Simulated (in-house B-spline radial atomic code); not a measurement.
A fraction x of an electron is removed from 2p in F3+, starting from [He] 2s2 2p2 and keeping the highest spin. Level of theory: non-relativistic r2SCAN0, spin-polarised, spherical fractional occupations, point nucleus; calculated with a B-spline radial code for spherical atoms.

Caution: exact exchange at fractional occupations of open shells leaves self-interaction of up to several eV.

| x | E(x) - E(0) (eV) | 2p up level (eV) |
| --- | --- | --- |
| 0 | 0.0000 | -76.968 |
| 0.01 | 0.7708 | -77.190 |
| 0.17 | 13.4062 | -80.759 |
| 0.34 | 27.4608 | -84.596 |
| 0.41 | 33.4382 | -86.189 |
| 0.5 | 41.2878 | -88.248 |
| 0.51 | 42.1714 | -88.478 |
| 0.65 | 54.7839 | -91.705 |
| 0.87 | 75.5215 | -96.829 |
| 0.88 | 76.4909 | -97.063 |
| 1 | 88.3075 | -99.883 |

The exact functional would give a straight line between the two integer points. Deviations E(x) - E(0) - x[E(1) - E(0)], in eV: -0.112 at x = 0.01, -1.606 at x = 0.17, -2.564 at x = 0.34, -2.768 at x = 0.41, -2.866 at x = 0.5, -2.865 at x = 0.51, -2.616 at x = 0.65, -1.306 at x = 0.87, -1.22 at x = 0.88.

The curve lies below the straight line by up to 2.866 eV (at x = 0.5): convex, the delocalisation error, to which spherically averaged exact exchange adds.

Q: How well does Slater's transition state (minus the level at half occupation) give the ionisation energy?

A: It gives 88.248 eV against 88.308 eV from the two total energies; NIST lists 87.17 eV, ground level to ground level. The end point has an open shell averaged over its orbitals, so its exact exchange keeps a self-interaction and this is no true integer point.
